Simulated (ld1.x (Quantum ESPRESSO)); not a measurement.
Values are calculated unless marked as measured or tabulated.
**Potentials for boron compared**

Generated with ld1.x 7.5 (TM, RRKJ, ultrasoft, PAW), atompaw 4.2 or ONCVPSP 4.0.1. The cutoff is in Ry: for ld1.x and atompaw files where the sum of valence levels is converged to 10 mRy in a Bessel basis, for ONCV files where the hardest occupied wave has 1 mHa per electron of residual kinetic energy. The error is the largest all-electron minus pseudo excitation energy over each file’s own four to seven test configurations (ionisations up to +4, promotions, holes and added fractions of an electron), all of which were solved. The labels leave out finer settings (local radius, basis sizes, second energies), which also bear on the numbers. Spin-polarised tests are not counted. The rows are a selection from randomly drawn settings: files with unsolved tests, undetermined cutoffs or missed reference levels are left out.

| potential | cutoff (Ry) | largest error (meV) | bound ghosts |
| --- | --- | --- | --- |
| TM, LDA (PZ), scalar-relativistic, rc 1.05/2.90 (sp), local s, core correction yes, reference 2s2 2p1 | 45 | +232 | none |
| TM, PBE, scalar-relativistic, rc 1.35/2.65/2.30 (spd), local s, core correction no, reference 2s2 2p0.5 | 21 | +118 | none |
| TM, PBE, scalar-relativistic, rc 1.05/2.00 (sp), local smoothed, core correction no, reference 2s2 2p1 | 45 | +110 | none |
| TM semilocal, PBE, non-relativistic, rc 1.55/3.80 (sp), local s, core correction no, reference 2s2 2p1 | 18 | +569 | none |
| TM, PBE, scalar-relativistic, rc 1.10/3.05 (sp), local s, core correction yes, reference 2s2 2p0.5 | 21 | +157 | none |

Task: Fill in the row for B: TM, LDA (PZ), non-relativistic, rc 1.10/2.45 (sp), local smoothed, core correction yes, reference 2s1 2p0.

Result: cutoff 21 Ry, largest error +291 meV, bound ghosts: none.
